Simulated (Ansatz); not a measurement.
The pair A = PH3 (SMILES P) (first 4 atoms), B = H2Se (SMILES [SeH2]); geometry from B3LYP-D3(BJ)/def2-TZVP.
(charge 0, multiplicity 1):
```xyz
7

P      0.11565     0.07616    -0.17248
H     -0.63776     1.26484    -0.00583
H      0.20601     0.21841    -1.58161
H     -1.03241    -0.75251    -0.23360
Se     0.26846     0.11936     3.46381
H     -0.04462    -0.36959     4.81712
H      0.97767    -1.12343     3.13233
```

Correlated levels freeze the cores. Filled d and f shells under p-block atoms count as core. MP2 and its Hartree–Fock in def2-QZVPPD are density fitted.

Programs: Ansatz (Gaussian basis) for Hartree–Fock, density functionals and correlated methods. Each number belongs to the level named beside it.

The counterpoise-corrected interaction energy is E(AB) − E(A in the pair's basis) − E(B in the pair's basis). Total energies (hartree):

| level | AB | A in the pair's basis | B in the pair's basis |
|---|---|---|---|
| HF/def2-TZVPPD | -2743.4879428 | -342.4842115 | -2401.0048560 |
| MP2/def2-TZVPPD | -2743.8326375 | -342.6554517 | -2401.1751526 |
| HF/def2-QZVPPD | -2743.5451682 | -342.4941809 | -2401.0521123 |
| MP2/def2-QZVPPD | -2743.9154797 | -342.6769489 | -2401.2361660 |
| CCSD(T)/def2-TZVPPD | -2743.8971463 | -342.6907999 | -2401.2048143 |

**Question.** Work out the counterpoise-corrected interaction energy at the basis-set limit: extrapolate the MP2 correlation part as X⁻³, take Hartree–Fock from the larger set, and add the CCSD(T) − MP2 difference of def2-TZVPPD.

**Answer.** 
1. Differences (1 hartree = 627.509 kcal/mol): HF/def2-TZVPPD 0.706; MP2/def2-TZVPPD -1.276; HF/def2-QZVPPD 0.706; MP2/def2-QZVPPD -1.484; CCSD(T)/def2-TZVPPD -0.961.
2. Correlation parts, MP2 less HF: -1.982 in def2-TZVPPD (X = 3), -2.190 in def2-QZVPPD (X = 4).
3. Limit (4³·(-2.190) − 3³·(-1.982))/(4³ − 3³) = -2.342; with HF/def2-QZVPPD it gives -1.636.
4. CCSD(T) less MP2 in def2-TZVPPD: 0.314.
Result: -1.32 kcal/mol, against -1.28 at MP2/def2-TZVPPD. It is an estimate of this method's limit, not of the exact value.

Ansatz is a program for electronic structure.
